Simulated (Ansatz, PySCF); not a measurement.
Complex: HCl (SMILES Cl) (first 2 atoms) with HBr (SMILES Br); geometry from B3LYP-D3(BJ)/def2-TZVP, rigid monomers moved along the line of their centres of mass till Cl1···H4 is 2.28 Å.
(charge 0, multiplicity 1):
```json
[
 {"atom": "Cl", "x (Å)": "0.5348", "y (Å)": "-0.4660", "z (Å)": "-0.2256"},
 {"atom": "H", "x (Å)": "0.8003", "y (Å)": "0.7857", "z (Å)": "-0.1236"},
 {"atom": "Br", "x (Å)": "0.2008", "y (Å)": "-0.3170", "z (Å)": "3.4367"},
 {"atom": "H", "x (Å)": "0.2787", "y (Å)": "-0.5997", "z (Å)": "2.0366"}
]
```

Counterpoise-corrected where a basis set is named; no monomer relaxation.

Cores are frozen in the correlated methods. Filled d and f shells under p-block atoms count as core. CBS(a, b) extrapolates the correlation energy as X⁻³ and adds the Hartree–Fock energy of set b.

The values were computed with Ansatz (a first-principles code) with Gaussian orbitals; PySCF for the dispersion terms. 

The comparison value is -4.3 kJ/mol (CCSD(T)/CBS(def2-TZVPPD, def2-QZVPPD)). It is a level with limits of its own, not the exact answer.

Q: Order these levels by how close they come to the comparison value for the interaction energy, closest first: wB97X-V/def2-TZVPPD, PBE-D4/def2-TZVPPD, PBE0-D3(BJ)/def2-TZVPPD, B3LYP-D4/def2-TZVPPD. Give each level's value less the comparison value.

A: wB97X-V/def2-TZVPPD (0.4 kJ/mol), B3LYP-D4/def2-TZVPPD (-1.2 kJ/mol), PBE0-D3(BJ)/def2-TZVPPD (-3.1 kJ/mol), PBE-D4/def2-TZVPPD (-4.3 kJ/mol)
